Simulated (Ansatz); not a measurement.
A made-up structure of CH4In, doublet:

| atom | x (Å) | y (Å) | z (Å) |
| --- | --- | --- | --- |
| C1 | -0.0713 | -1.1348 | -0.0128 |
| In2 | 0.0615 | 0.9797 | 0.0110 |
| H3 | 1.1490 | -0.3472 | 0.2337 |
| H4 | 0.0246 | -1.7287 | -0.9187 |
| H5 | 0.3349 | 1.8109 | -1.4731 |
| H6 | -0.1078 | 1.8051 | 1.5138 |

It is relaxed with PBE-D4/def2-SVP and then PBE0-D4/def2-TZVP (Ansatz 0.2.0). Atoms count as bonded within 1.22 times the sum of their covalent radii (H–H: 0.88 Å). The end point is not checked to be a true minimum.

(1) Does its bonding change? (Judge from chemistry; the calculation decides.)

Answers

(1) Computed: Yes. Formed: C1–H3; broken: In2–H3.

Where it ends: The first stage lowers the energy by 2.53 eV in 12 steps. It ends as CH₄In ([CH2][InH2]):
```
6
angstrom
C 0.4279 -0.8881 -0.1514
In 0.0626 1.1974 -0.0699
H 0.6486 -1.4901 0.7269
H 0.4128 -1.4609 -1.0757
H -0.2762 2.0376 -1.5353
H 0.1153 1.9891 1.4593
```

Labels in which every atom is bracketed show which atoms are joined, not bond orders.

For scale, one of the runs: PBE0-D4/def2-TZVP relaxation, 105 basis functions, launched by `ansatz run in.yaml --threads 2 --pin off --events-out ev --progress --plain --max-ram 4352MiB`. The run took about 12 s on 2 CPU threads of an Arm Neoverse V2 (shared host).
